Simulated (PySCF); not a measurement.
## Bond length, frequency and bond energy of KNa⁺ by level of theory

State: ²Σ⁺ (doublet), unpaired electrons σ ↑. Set-up: K 6-31G(d,p), Na 6-31G(d,p); no relativity (PySCF 2.14). De refers to K⁺ + Na in their ground configurations, without counterpoise correction. The functionals are run spin-unrestricted. A positive dipole points towards Na; it is taken about the centre of mass and depends on that origin.

```
      Level  Re (Å)  ωe (cm⁻¹)  De (eV)  μ (D)  CPU s a point (SCF and correlation, without the integrals)
        UHF   4.264       85.6    0.494  -0.69                                                        0.11
    UHF-MP2   4.201       88.7     0.54    n/a                                                         0.2
UHF-SCS-MP2   4.210       88.4     0.53    n/a                                                         n/a
   UHF-CCSD   4.199       88.8     0.54    n/a                                                         n/a
UHF-CCSD(T)   4.197       88.9     0.54    n/a                                                         6.5
        PBE   4.111       81.4     0.58  -0.27                                                        0.46
     PBEsol   4.083       82.9     0.58  -0.22                                                        0.32
     r²SCAN   4.094       86.4     0.54  -0.51                                                        0.65
       PBE0   4.112       84.9     0.57  -0.33                                                        0.96
      B97-3   4.206       79.0    0.444  -0.88                                                        0.44
       MN15   3.916       55.3    0.313  -1.58                                                        0.92
```

(1) Which functional lies closest to UHF-CCSD(T) in De, which farthest, and by how much do they differ from it?

(2) What does second-order correlation do here, going from UHF to UHF-MP2?

Correlated steps freeze 6 core orbitals. Correlated levels converge slowly with the basis: in double zeta they bind strong bonds too weakly, by up to about 1 eV, and carry superposition errors of some tenths. For an ion De counts to the pair picked by the measured ionisation energies or electron affinities, which need not be the lowest pair at this level. The state is the lowest determinant that a PBE0 search found; another state may lie lower at other levels.

The whole job (state search and all levels along the bond) took about 1.9 min on 1 thread of Arm Neoverse V1 (shared host), peak memory 0.55 GiB.

## Answers

(1) Closest is r²SCAN (-10.3 pm in Re, -2.8 % in ωe, +0.00 eV in De against UHF-CCSD(T) in the same basis), farthest MN15 (-28.1 pm in Re, -37.8 % in ωe, -0.23 eV in De). CCSD(T) converges more slowly with the basis than the functionals do and binds too weakly in this one, so the order can change at the basis-set limit.

(2) UHF-MP2 less UHF: -6.3 pm in Re, +3.6 % in ωe, +0.05 eV in De. Correlation nearly always deepens the well. The bond shortens, as in weak, metallic or heavy-atom bonds, where dispersion and the correlation of outer-core electrons pull the atoms together.
